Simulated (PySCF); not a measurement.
Identify the unknown among the candidates.

All candidates are C6H12O.

* UV, first state: lowest singlet excitation: 4.30 eV (289 nm, f = 0.000) [TDDFT PBE0/def2-SVPD]
* UV, strongest line: among the 8 lowest singlet transitions: S6 at 7.64 eV (162 nm, f = 0.067) [TDDFT PBE0/def2-SVPD]
* Polarisability: 76.4 au [PBE0/def2-SVPD]
* Rotational structure: rotational constants A, B, C: 4.598, 1.409, 1.160 GHz [GFN2-xTB]
* Triplet: lowest triplet excitation (Tamm–Dancoff): 3.65 eV [TDA PBE0/def2-SVPD]
* Dipole: 3.24 D [PBE0/def2-SVPD]

The electronic properties come from PySCF, for the isolated species, density fitting. Levels stand in brackets. One conformer (not necessarily the lowest) at the GFN2-xTB geometry, without solvent, vibrations or thermal averaging.

**Question.** Which candidate is it?
A. `CC[C@H](C)CC=O`
B. `OCC1CCCC1`
C. `C/C=C(\C)OCC`

**Answer.** A. It is `CC[C@H](C)CC=O`. Numbering: `[CH3:1][CH2:2][C@H:3]([CH3:4])[CH2:5][CH:6]=[O:7]`. Its formula, C6H12O, gives 1 degree of unsaturation: 0 rings and 1 π bond in the structure found. S1 is mainly HOMO→LUMO (weight 0.99); the largest Löwdin shares of the orbital it empties are 0.59 on the aldehyde oxygen, 0.16 on the aldehyde carbon, 0.11 on the sp3 carbon next to a carbonyl and 0.09 on the formyl hydrogen, of the orbital it fills 0.41 on the aldehyde carbon, 0.35 on the aldehyde oxygen, 0.07 on the sp3 carbon next to a carbonyl and 0.06 on the formyl hydrogen. The optimised geometry has point group C1 and is an asymmetric top.

The others, at the same levels:
- `OCC1CCCC1` fails: its computed lowest singlet excitation is 6.84 eV (181 nm, f = 0.004) (against 4.30 eV), lowest triplet excitation (Tamm–Dancoff) is 6.57 eV (against 3.65 eV) and strongest line among the 8 lowest singlet transitions is S4 at 8.08 eV (153 nm, f = 0.037) (against S6 at 7.64 eV).
- `C/C=C(\C)OCC` fails: its computed lowest singlet excitation is 5.76 eV (215 nm, f = 0.004) (against 4.30 eV), lowest triplet excitation (Tamm–Dancoff) is 4.27 eV (against 3.65 eV) and static isotropic polarisability is 80.1 au (against 76.4 au).

Each candidate is one conformer, not necessarily the lowest. Dipoles, sizes and rotational constants follow the conformer. The torsions of the flexible species, by atom-mapped SMILES:
- `[CH3:1][CH2:2][C@H:3]([CH3:4])[CH2:5][CH:6]=[O:7]`: C1–C2–C3–C4 -171°, C2–C3–C5–C6 -175°, C3–C5–C6–O7 -134°
- `[CH3:1]/[CH:2]=[C:3](\[CH3:4])[O:5][CH2:6][CH3:7]`: C2–C3–O5–C6 1°, C3–O5–C6–C7 178°

The conformers of `OCC1CCCC1` aren't listed.
